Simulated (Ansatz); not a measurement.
`O[SiH2][BH][GeH3]` + `C[NH][InH2]` → `C[N]([GeH3])[InH2]` + `B[SiH2]O` at 700 K and 1 bar (cleavage of the Ge–B bond).

Computed with Ansatz on PBE0-D4/def2-TZVP structures; ΔE is electronic, products minus reactants. CBS: MP2 limit from def2 TZ/QZ plus the TZ coupled-cluster correction, frozen cores. Elements past krypton have def2 core potentials. For Ge, In outer-core shells are correlated without core-valence functions, which leaves a few kJ/mol of doubt a bond. Scalar relativity is left out up to krypton. Each species was taken in one conformer, which may not be the lowest.

| species | CCSD(T)/CBS energy (Eh) | H − E (kJ/mol) | S (J/(mol·K)) |
| --- | --- | --- | --- |
| `O[SiH2][BH][GeH3]` | -2469.36569 | 261.8 | 512.0 |
| `C[NH][InH2]` | -286.14916 | 235.3 | 412.7 |
| `C[N]([GeH3])[InH2]` | -2363.46641 | 296.6 | 517.6 |
| `B[SiH2]O` | -392.05150 | 194.3 | 392.7 |

H − E and S are ideal-gas, rigid-rotor, harmonic terms from PBE0-D4/def2-TZVP, for one conformer and one mirror image of each species. 1 Eh = 2625.50 kJ/mol, R = 8.31446 J/(mol·K).

**Question.** By hand: ΔE, ΔH, ΔS and ΔG.

**Answer.** ΔE = (-2363.46641) + (-392.05150) − (-2469.36569) − (-286.14916) = -0.00306 Eh = -8.0 kJ/mol. Δ(H − E) = 296.6 + 194.3 − 261.8 − 235.3 = -6.2, so ΔH = -14.2 kJ/mol. ΔS = 517.6 + 392.7 − 512.0 − 412.7 = -14.4 J/(mol·K). ΔG = -14.2 − 700 × (-14.4)/1000 = -4.1 kJ/mol.

**Question.** By hand: the equilibrium constant, and the temperature at which ΔG would vanish if ΔH and ΔS stayed fixed.

**Answer.** log₁₀ K = −ΔG/(RT ln 10) = 0.3. ΔG = 0 at ΔH/ΔS = 986 K, though so small a ΔS makes that figure unsure.

TΔS isn't small against ΔH here. The sign of ΔG lies within the doubt. A doubt of 5 kJ/mol in ΔE shifts log₁₀ K by 0.4 here. Other conformers and mirror images would add mixing entropy, several J/(mol·K) or more a flexible species. Modes under 60 cm⁻¹, often nearly free rotors, make the harmonic entropy too high. These are equilibria of isolated gas molecules and say nothing of rates. Largest T1 diagnostic: 0.016 (customary marks: 0.02 for closed shells, 0.045 for open ones).
